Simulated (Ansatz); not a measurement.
`CC(C)N([SiH3])[SiH2]Cl`, charge 0, multiplicity 1.

(1) Give a relaxed structure at PBE0-D4/def2-TZVP (Ansatz 0.2.0). (Estimate.)

Answers

(1) The calculation gave: 
Z-matrix (Å, degrees):
```
C
C 1 1.519
H 1 1.092 2 110.3
H 1 1.091 2 111.2 3 120.5
H 1 1.095 2 111.2 3 -118.9
C 2 1.521 1 111.7 3 58.8
N 2 1.480 1 111.2 3 -175.8
H 2 1.098 1 107.4 3 -59.3
H 6 1.091 2 110.9 1 -178.6
H 6 1.093 2 110.8 1 61.2
H 6 1.093 2 110.4 1 -58.4
Si 7 1.738 2 120.7 1 -48.5
Si 7 1.708 2 117.2 1 136.1
H 12 1.488 7 112.4 2 75.4
H 12 1.483 7 107.0 2 -165.1
H 12 1.487 7 111.4 2 -45.4
Cl 13 2.070 7 113.2 2 75.2
H 13 1.478 7 109.6 2 -165.7
H 13 1.481 7 109.5 2 -41.5
```
This is one stationary point; other conformers may exist.
